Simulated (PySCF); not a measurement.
CH3NO3Si. Atoms are numbered in the order given.

```xyz
9

Si    -0.9054    -0.0596     0.4037
O     -1.6530    -1.1903    -0.5302
O     -1.5636     1.4249     0.0870
N      0.7860     0.0560     0.0545
C      1.9663    -0.0880    -0.1131
O      3.1192    -0.2024    -0.2843
H     -1.0671    -0.5024     1.7979
H     -1.8035    -0.9731    -1.4583
H     -0.9755     2.1879     0.1264
```
Charge 0, spin multiplicity 1.

The structure is a stationary point at B3LYP-D3(BJ)/def2-SVP. The structure was generated by enumeration, and PubChem lists no compound with its InChIKey, so it may never have been made. Other conformers were not sampled.

All values below come from PBE/def2-TZVP (PySCF).

ESP charges are fitted to the potential on shells at 1.4 to 2.0 van der Waals radii. Atomic charges (e):

```tsv
atom	Löwdin	ESP fit
Si1	-0.08	0.91
O2	-0.08	-0.64
O3	-0.09	-0.68
N4	0.08	-0.66
C5	-0.37	0.67
O6	[?]	-0.37
H7	[?]	-0.09
H8	[?]	0.44
H9	[?]	0.43
```

Problem. Complete the blanks. (An estimate is asked for; the answer gives what the named calculation found.)

Solution. 
- O6, Löwdin: 0.20
- H7, Löwdin: -0.03
- H8, Löwdin: 0.18
- H9, Löwdin: 0.18

Problem. Give the Mayer and Wiberg (Löwdin basis) orders of the bonds. (The exact figures need the calculation; the answer reports its results.)

Solution. 
| bond | Mayer | Wiberg |
|---|---|---|
| Si1–O2 | 1.31 | 1.72 |
| Si1–O3 | 1.25 | 1.70 |
| Si1–N4 | 1.02 | 1.27 |
| N4–C5 | 2.05 | 2.48 |
| C5–O6 | 2.13 | 2.84 |
| Si1–H7 | 0.93 | 0.90 |
| O2–H8 | 0.87 | 1.01 |
| O3–H9 | 0.87 | 1.01 |
